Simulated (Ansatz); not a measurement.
Reaction (redistribution): `[SiH3][O][Zn][Cl]` + `O[Si]F` → `[F][Zn][Cl]` + `O[Si]O[SiH3]`

Program: Ansatz. Geometries: PBE0-D4/def2-TZVP. ΔE: electronic, gas phase. CCSD(T)/CBS adds triple-zeta CCSD(T) − MP2 to the extrapolated MP2 energy (def2 sets, frozen cores). This one scheme is used for every species. For Zn outer-core shells are correlated without core-valence functions, which leaves a few kJ/mol of doubt a bond. Scalar relativity is left out up to krypton. One conformer a species, not always the lowest.

`[SiH3][O][Zn][Cl]`:

Cartesian coordinates in Å:
```
Si -0.979 -0.558 0.453
O -0.112 0.604 -0.284
Zn 1.501 1.060 -0.797
Cl 3.379 1.676 -1.438
H -0.505 -0.785 1.848
H -0.879 -1.854 -0.277
H -2.406 -0.143 0.496
```

`O[Si]F`:

Cartesian coordinates in Å:
```
O -0.432 -0.566 0.682
Si -0.170 -0.456 -0.931
F 0.688 0.914 -1.028
H -0.086 0.108 1.277
```

`[F][Zn][Cl]`:

```xyz
3

F    -0.063    1.323   -1.293
Zn   -0.004    0.079   -0.078
Cl    0.067   -1.402    1.370
```

`O[Si]O[SiH3]`:

```xyz
8

O     1.250    2.453   -0.407
Si   -0.217    1.737   -0.597
O     0.095    0.211   -0.035
Si   -0.619   -1.252    0.213
H     1.970    1.929   -0.042
H     0.098   -2.276   -0.586
H    -2.047   -1.211   -0.199
H    -0.529   -1.591    1.654
```

```json
{"species": "`[SiH3][O][Zn][Cl]`", "CCSD(T)/def2-SVP energy (Eh)": "-2603.16457"}
{"species": "`O[Si]F`", "CCSD(T)/def2-SVP energy (Eh)": "-464.13249"}
{"species": "`[F][Zn][Cl]`", "CCSD(T)/def2-SVP energy (Eh)": "-2336.97274"}
{"species": "`O[Si]O[SiH3]`", "CCSD(T)/def2-SVP energy (Eh)": "-730.31545"}
```

Work out ΔE.

ΔE = (-2336.97274) + (-730.31545) − (-2603.16457) − (-464.13249) = 0.00887 Eh = +0.24 eV. CCSD(T)/CBS gives +0.18 eV.

What do rigid-rotor, harmonic-oscillator terms from PBE0-D4/def2-TZVP frequencies (298.15 K, 1 bar) make of the CCSD(T)/CBS value? (An estimate is asked.)

The calculation gave: ΔZPE = +0.01 eV, ΔH = +0.20 eV, ΔS = -21 J/(mol·K), ΔG = +0.26 eV. Modes under 50 cm⁻¹ make the entropy rough.

Largest T1 diagnostic among the species: 0.016.

In def2-TZVPP, CCSD(T) changes the Hartree–Fock value by +0.04 eV (the triples alone add +0.00 eV) and MP2 by +0.06 eV. Leaving LDA and LC-ωPBE aside and taking each functional with its dispersion term where it has one, the values, not all of them listed here, spread over 0.09 eV, from revPBE-D4 to B2PLYP. LDA lies +0.04 eV from PBE without D4.
